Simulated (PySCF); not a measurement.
## How exact exchange moves a shielding

Molecule: `InChI=1S/CH3.Al.FH.H3N.H/h1H3;;1H;1H3;/q;+1;;;/p-1`.

Atoms are numbered as in `[CH3:1][Al@H-:2]([NH3+:3])[F:4]` (H(Xn): hydrogen on atom n).

GIAO shieldings (ppm, equivalent atoms averaged) in PySCF 2.14 on the PBE0-D3(BJ)/def2-SVP geometry, basis pcSseg-2, gas phase, non-relativistic:

| functional | exact exchange (%) | σ(Al2) | σ(F4) |
| --- | --- | --- | --- |
| BLYP | 0 | 409.4 | 351.0 |
| BP86 | 0 | 412.9 | 352.2 |
| PBE | 0 | 412.2 | 350.6 |
| PBE0 | 25 | 428.1 | 366.5 |
| mPW1PW91 | 25 | 429.0 | 367.6 |
| BHandHLYP | 50 | 438.7 | 377.4 |
| HF | 100 | 470.6 | 395.4 |

Task: Fit each shielding as a line in the percentage of exact exchange.

Result: σ(Al2) = 412.1 + 0.58 x (rms 1.8 ppm); σ(F4) = 353.0 + 0.45 x (rms 2.3 ppm). The functionals also differ in their semilocal parts, which the line can't hold; Hartree–Fock has no correlation at all.

Task: What does the line predict for B3LYP (20 %), and what does the run give?

Result: σ(Al2): 423.7 predicted, 421.4 computed; σ(F4): 362.0 predicted, 363.6 computed ppm.
